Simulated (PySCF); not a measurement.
These are PBE-D3(BJ)/def2-TZVP // TPSS-D3(BJ)/def2-SVP (PySCF) values and carry that method's errors. Isolated molecules, 0 K electronic values unless said otherwise. 

Reference species: [Ti(F)3] (neutral, multiplicity 2).

```
Item                                     Result
-------------------------------------  --------
coordination number                           3
highest occupied spin orbital          -5.27 eV
charge on the central atom (Mulliken)    1.25 e
```

After one change: the coordination number is nearly the same; the highest occupied spin orbital goes up by 0.15 eV; the charge on the central atom (Mulliken) decreases by 0.09 e.

Q: Name the change that produced these shifts. The new species is one of these.
(A) [Zr(F)3]
(B) [Pt(F)3]
(C) [Hf(F)3]
(D) [Pd(F)3]

A: C, [Hf(F)3]
